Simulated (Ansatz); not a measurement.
This geometry of BrH + Cl2FHOZr (8 atoms, charge 0, multiplicity 1) is a first-order saddle point.

Computed with RKS BLYP/def2-SVP in Ansatz.

```xyz
8
Properties=species:S:1:pos:R:3
Zr -0.359 -0.108 -0.115
F -0.049 -0.200 2.007
O 1.528 -0.275 -0.319
H 2.496 -0.351 -0.313
Cl -0.779 1.901 -1.298
Cl -1.144 -1.982 -1.330
Br -2.758 0.132 1.486
H -1.221 -0.070 2.186
```

Task: Which two structures does it join? (They come from a converged band through this point; their orientation in space is the band's.)

Result: Bonds broken: Br7–H8. Bonds formed: Zr1–Br7, F2–H8. BrH + Cl2FHOZr becomes BrCl2FH2OZr.

First end point:

```xyz
8
Properties=species:S:1:pos:R:3
Zr 0.143 -0.153 -0.332
F -0.258 -0.137 1.561
O 2.030 -0.336 -0.544
H 2.980 -0.426 -0.719
Cl -0.567 1.886 -1.316
Cl -0.945 -2.002 -1.346
Br -3.553 0.176 2.556
H -2.117 0.040 2.446
```

Last end point:

```xyz
8
Properties=species:S:1:pos:R:3
Zr -0.506 -0.242 -0.237
F -0.252 1.123 1.781
O 1.327 -0.669 0.052
H 2.284 -0.818 0.109
Cl -0.844 1.855 -1.302
Cl -1.132 -1.763 -1.942
Br -2.212 -1.058 1.609
H -0.953 0.621 2.236
```

Task: How far does it lie above each of them?

Result: 0.40 eV above the first and 0.19 eV above the second. This is the barrier of this one path; another mechanism may lie lower. The orbitals stay closed-shell, which can raise the energy where a bond breaks towards radicals; this wasn't checked here.

Run time: 8 min on 4 threads of Arm Neoverse V2, with other jobs on the host, peak memory 0.23 GiB.
